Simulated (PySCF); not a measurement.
Species: C₂H₈BN.
Geometry (PBE0-D3(BJ)/def2-SVP, Å), atoms numbered from 1 in this order:
```xyz
12
C2H8BN angstrom
C     -1.6799   -0.0355   -0.0678
C     -0.3065   -0.6267    0.2519
B      0.8808    0.1159   -0.4760
N      1.9891    0.6088    0.2093
H     -1.8681   -0.0275   -1.1533
H     -2.4979   -0.6024    0.4048
H     -1.7630    1.0069    0.2800
H     -0.2836   -1.6791   -0.0907
H     -0.1513   -0.6644    1.3453
H      0.8567    0.2785   -1.6810
H      2.7621    1.0742   -0.2471
H      2.0991    0.5249    1.2124
```

A calculation gives these core lines: B 1s: 195.34 eV; C 1s: 289.83 (area 1), 290.36 (area 1) eV; N 1s: 405.21 eV.

Method used: delta-SCF UKS SCAN, pcX-2 on the ionised atom, pcseg-1 elsewhere, spin-free X2C (PySCF 2.14.0). Isolated species at its PBE0-D3(BJ)/def2-SVP geometry (one conformer only).

Which carbon gives which C 1s line?

289.83 eV: C2 (sp3 carbon bound to boron); 290.36 eV: C1 (methyl carbon). The listed C 1s values span 0.53 eV, from C2 (bonded to C, 2 H and B) to C1 (bonded to C and 3 H). Summing the Pauling electronegativity differences to the bonded atoms, each weighted by its formal bond order, gives -1.21 for the lowest site and -1.05 for the highest.

Bonded neighbours of each site: C1: C and 3 H; C2: C, 2 H and B; B3: N, C and H; N4: 2 H and B.

What is the longest wavelength that can ionise C 1s of C1 vertically?

λ = hc/E = 12398.42 eV Å / 290.36 eV = 42.700 Å.
